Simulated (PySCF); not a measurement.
B(H)2(SiH3) (BH₅Si), SMILES B[SiH3]. The structure is a stationary point at B3LYP-D3(BJ)/def2-TZVP.

TDA-B3LYP/def2-TZVPD (PySCF) puts the lowest singlet excitations at 4.27, 5.26, 6.20, 6.27, 7.46, 8.00 eV.

**Question.** What are the lowest excitation roots from PySCF with ADC(2)/aug-cc-pVDZ? (Estimate from the structure and the level; the computed values follow.)

**Answer.** 4.51, 5.86, 7.44, 7.54, 8.01, 8.54 eV. S1 differs by 0.24 eV (second minus first; roots are paired by order, and the bases may differ).
